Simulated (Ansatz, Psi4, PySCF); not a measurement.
BiI3 (SMILES [I][Bi]([I])[I]), singlet, geometry from GFN2-xTB (such geometries of metal compounds can be far from the true shape) (core potentials on Bi, I). Base run: CAMB3LYP/def2-SVP (PySCF).

Input for PySCF:
```python
from pyscf import gto, scf, dft

mol = gto.Mole()
mol.atom = '''
    Bi   -0.00303733   -0.01332568    0.92117636
    I     0.41268267   -2.36086336   -0.51376290
    I     1.84681524    1.54675341   -0.45250688
    I    -2.25474133    0.83497847   -0.47632715
'''
mol.basis = 'def2-svp'
mol.ecp = {'Bi': 'def2-svp', 'I': 'def2-svp'}
mol.verbose = 4
mol.build()

mf = dft.RKS(mol)
mf.xc = 'camb3lyp'
mf.kernel()
```

The same geometry, method and basis name were run in Ansatz (an electronic-structure program) and Psi4 and PySCF, at each program's defaults and at the settings that a row names. The base is PySCF at its defaults. Differences at the defaults can come from grids, fitting, cores and function types together.

```tsv
code and settings	ΔE vs base (mEh)	basis functions	E (Eh)	SCF cycles	dipole (D)
PySCF, defaults (exact integrals, its default grid, spherical functions)	0.000	104	-1107.83854	11	3.02
Psi4, defaults (density fitting with its default set, its default grid, spherical functions)	(withheld)	104	(withheld)	9	3.02
Ansatz, defaults (factorised integrals, its default grid, spherical functions)	0.008	104	-1107.83853	-	-
PySCF, density fitting with def2-universal-jkfit	0.004	104	-1107.83853	11	3.02
PySCF, fine grid	0.012	104	-1107.83853	11	3.02
Psi4, exact integrals, spherical functions, fine grid	0.006	104	-1107.83853	12	3.02
Ansatz, high accuracy	0.008	104	-1107.83853	-	-
```

### Question
Some entries are withheld; supply them.

### Answer

- Psi4, defaults (density fitting with its default set, its default grid, spherical functions), ΔE vs base (mEh): -0.067
- Psi4, defaults (density fitting with its default set, its default grid, spherical functions), E (Eh): -1107.83861
